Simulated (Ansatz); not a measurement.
C3H7O, charge +1, singlet, geometry from GFN2-xTB; Ansatz (a program for electronic structure) with MP2/cc-pVDZ.

The Ansatz input:
Ansatz 0.2 input:
```yaml
crystal:
  periodic: [false, false, false]
  atoms:
    - {symbol: O, position_ang: [-0.12196456, -0.11943116, 1.32799784]}
    - {symbol: C, position_ang: [-0.00798184, -0.01099008, 0.06880575]}
    - {symbol: C, position_ang: [0.07373480, 1.28361169, -0.60229975]}
    - {symbol: C, position_ang: [0.04849087, -1.25339967, -0.69585394]}
    - {symbol: H, position_ang: [-0.32280816, 2.10426178, -0.00494255]}
    - {symbol: H, position_ang: [0.33273813, -2.09663446, -0.06823236]}
    - {symbol: H, position_ang: [-0.40234208, 1.26246429, -1.58195675]}
    - {symbol: H, position_ang: [1.13051027, 1.50223461, -0.79778580]}
    - {symbol: H, position_ang: [0.69259699, -1.16845430, -1.56935464]}
    - {symbol: H, position_ang: [-0.95587967, -1.46687807, -1.07995797]}
    - {symbol: H, position_ang: [-0.18456204, 0.70312382, 1.85433503]}
basis:
  gaussian:
    orbitals: cc-pVDZ
total_charge: 1
magnetization: {spin_polarized: false}
correlation: {method: mp2, electrons: outside_noble_gas}
accuracy: high
```

### Question
Predict the main parts of the log of this Ansatz run.

### Answer

```
Functional definition: HF
2222 factors; integrals over basis functions are off by at most 3.6e-9 eV
mean field evaluation 1: about -5228.7546 eV, gradient 4.3e1 eV
mean field evaluation 2: about -5228.7573 eV, gradient 4.3e1 eV
mean field evaluation 4: about -5232.9075 eV, gradient 4.3e0 eV
mean field evaluation 8: about -5232.9662 eV, gradient 5.7e-4 eV
mean field -5232.96622280 eV, -192.3079616559 hartree, gradient 1.1e-8 eV, S^2 0.000000; 0 other end points of the search recorded, 0 dependent functions left out
4 core orbitals not correlated
reference -5232.96622280 eV, -192.3079616559 hartree; 12, 12 occupied and 75, 75 virtual orbitals, 2222 factors
second order -15.99012598 eV of doubles, -0.00000000 eV of singles
Total energy: -5248.95634878 eV, -192.8955879472 hartree
```
